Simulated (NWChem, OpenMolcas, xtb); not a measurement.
## SiHF3 (SMILES F[SiH](F)F): the dipole moment, rung by rung

The species is SiHF3 (5 atoms), meant as a singlet with charge 0. SMILES: `F[SiH](F)F`. The coordinates come from a PBE0-D4/def2-TZVP relaxation.

Quantity: the dipole moment, in D. The values are calculated.

```json
{"level": "GFN0-xTB", "kind": "semi-empirical", "program": "xtb", "value (D)": "1.18", "CPU time": "under 2 s"}
{"level": "GFN1-xTB", "kind": "semi-empirical", "program": "xtb", "value (D)": "1.41", "CPU time": "under 2 s"}
{"level": "HF/def2-SVPD", "kind": "Hartree–Fock", "program": "NWChem", "value (D)": "1.59", "CPU time": "14 s"}
{"level": "SVWN5/def2-SVPD", "kind": "LDA", "program": "NWChem", "value (D)": "1.40", "CPU time": "10 s"}
{"level": "BLYP/def2-SVPD", "kind": "GGA", "program": "OpenMolcas", "value (D)": "1.35", "CPU time": "30 s"}
{"level": "r2SCAN/def2-SVPD", "kind": "meta-GGA", "program": "OpenMolcas", "value (D)": "1.35", "CPU time": "39 s"}
{"level": "B3LYP/def2-SVPD", "kind": "global hybrid", "program": "NWChem", "value (D)": "1.43", "CPU time": "14 s"}
{"level": "wB97X/def2-SVPD", "kind": "range-separated hybrid", "program": "NWChem", "value (D)": "1.47", "CPU time": "73 s"}
```

The values span 1.18 to 1.59 D. CPU times are rough (shared hosts, several kinds of processor): they show what a rung costs within a factor of a few.
